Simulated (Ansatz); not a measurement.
A made-up structure of CH$_{4}$NSe (charge -1), closed shell:

N1  (-0.711, 0.304, -0.646)
C2  (0.496, 0.177, 0.173)
Se3  (0.566, -1.406, 1.344)
H4  (-1.495, 0.259, 0.000)
H5  (-0.793, -0.569, -1.162)
H6  (-0.586, 0.896, -1.467)
H7  (1.358, 0.158, -0.498)
(Å)

It is relaxed with PBE-D4/def2-SVPD and then PBE0-D4/def2-TZVPD (Ansatz 0.2.0). Atoms count as bonded within 1.22 times the sum of their covalent radii (H–H: 0.88 Å). The end point is not checked to be a true minimum.

(1) Does its bonding change? (Judge from chemistry; the calculation decides.)

The highest PBE0 orbital of the anion lies well above zero, so the extra electron may be unbound in the gas phase.

## Answers

(1) The calculation gives: No: no bond forms or breaks.

Where it ends: The first stage lowers the energy by 0.75 eV in 8 steps. It ends as CH₄NSe ([NH3][CH][Se]), total charge -1:
```tsv
atom	x (Å)	y (Å)	z (Å)
N1	-0.6538	0.2137	-0.6747
C2	0.5933	0.2988	0.2040
Se3	0.4169	-1.3384	1.2561
H4	-1.4379	0.2621	-0.0274
H5	-0.7738	-0.7115	-1.1566
H6	-0.7119	0.9873	-1.3408
H7	1.4010	0.1080	-0.5171
```

Labels in which every atom is bracketed show which atoms are joined, not bond orders.

For scale, one of the runs: PBE0-D4/def2-TZVPD relaxation, 167 basis functions, launched by `ansatz run in.yaml --threads 2 --pin off --events-out ev --progress --plain --max-ram 4352MiB`. Hardware: 2 CPU threads of an Arm Neoverse V1, shared host. Wall time about 36 s.
